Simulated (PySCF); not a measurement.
Coordinates in bohr (charge 0 multiplicity 3):
```
Ru   -0.0013   -0.4340   -0.6926
N     0.0034    1.1113   -3.2695
Cl    0.0025    0.8294    3.3303
```

Level of theory: PySCF, UPBE0, basis Ru def2-TZVP with ECP28, N def2-TZVP, Cl def2-TZVP (scalar-relativistic core potentials, no spin–orbit coupling, density fitting).

This geometry of ClRuN is a stationary point at this level.

(1) What is the point group?

(2) Is it a minimum?

(3) List the harmonic modes with their infrared intensities.

(4) What are the dipole moment and the gap between the highest occupied and lowest empty levels of either spin?

Answers

(1) Cs.

(2) Yes: all harmonic wavenumbers are real.

(3) 
```csv
symmetry,ω (cm⁻¹),IR (km/mol),type
a',158,5.2,bend
a',401,46.9,stretch
a',1151,83.1,stretch
```

(4) 1.70 D and 2.67 eV.

Other isomers or separated fragments may lie lower. With open d or f shells other occupations or spin states may lie lower. At this level a singlet minimum of Cs symmetry lies 45 kJ/mol below this structure.
